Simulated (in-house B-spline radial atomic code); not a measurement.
Radial electron density of the tungsten ion W⁴⁺, [Ne] 3s2 (3p1/2)2 (3p3/2)3 3d10 4s2 4p6 4d10 4f14 5s2 5p6 5d3. Computed with an all-electron radial atomic-structure program (B-spline basis): Dirac-Kohn-Sham PBE0, spherical fractional occupations, Fermi nucleus of rms radius 5.3658 fm.

Caution: exact exchange at fractional occupations of open shells leaves self-interaction of up to several eV.

Columns: r (bohr), 4πr²n(r) (electrons per bohr), bar.

```
 0.00051    2.701 #
0.000631    3.807 #
 0.00078    5.331 ##
0.000963    7.408 ##
 0.00119    10.24 ###
 0.00147    14.03 #####
 0.00182    19.09 ######
 0.00225     25.6 ########
 0.00278    33.79 ###########
 0.00343    43.71 ##############
 0.00424    55.41 ##################
 0.00525     68.4 #######################
 0.00648    81.39 ###########################
 0.00801    93.08 ###############################
 0.00991    101.5 #################################
  0.0122    104.8 ###################################
  0.0151    102.8 ##################################
  0.0187    96.99 ################################
  0.0231     92.2 ##############################
  0.0286    94.09 ###############################
  0.0353    105.5 ###################################
  0.0436    122.3 ########################################
  0.0539    133.6 ############################################
  0.0667    129.6 ###########################################
  0.0824    114.4 ######################################
   0.102    105.2 ###################################
   0.126    112.5 #####################################
   0.156    120.5 ########################################
   0.192    105.7 ###################################
   0.238    75.47 #########################
   0.294    63.77 #####################
   0.363    74.23 ########################
   0.449    76.48 #########################
   0.555    57.23 ###################
   0.685    34.45 ###########
   0.847    21.76 #######
    1.05    15.93 #####
    1.29    10.94 ####
     1.6    5.826 ##
    1.98    2.416 #
    2.44   0.8092 
    3.02   0.2025 
    3.73  0.03466 
    4.61 0.003341 
     5.7 0.0001527
```

On this grid the curve has 4 maxima, near 0.0122, 0.0539, 0.156, 0.449 bohr.

The 5d3/2 radial function P(r) = rR(r), positive near the nucleus, with its small component Q(r) (sign convention: Q ≈ (P' + κP/r)/2c):

```tsv
r (bohr)	P	Q
0.00648	0.001143	0.002237
0.00991	0.003295	0.004585
0.0151	0.009281	0.008862
0.0231	0.02529	0.0159
0.0353	0.06326	0.02516
0.0539	0.1373	0.03261
0.0824	0.2365	0.0298
0.126	0.265	0.01083
0.192	0.06333	-0.01269
0.294	-0.3114	-0.01676
0.449	-0.3568	-0.0005104
0.685	0.1799	0.01066
1.05	0.7769	0.008459
1.6	0.8305	0.002474
2.44	0.4386	-0.0002503
3.73	0.1001	-0.0002701
5.7	0.006487	-2.657e-05
```
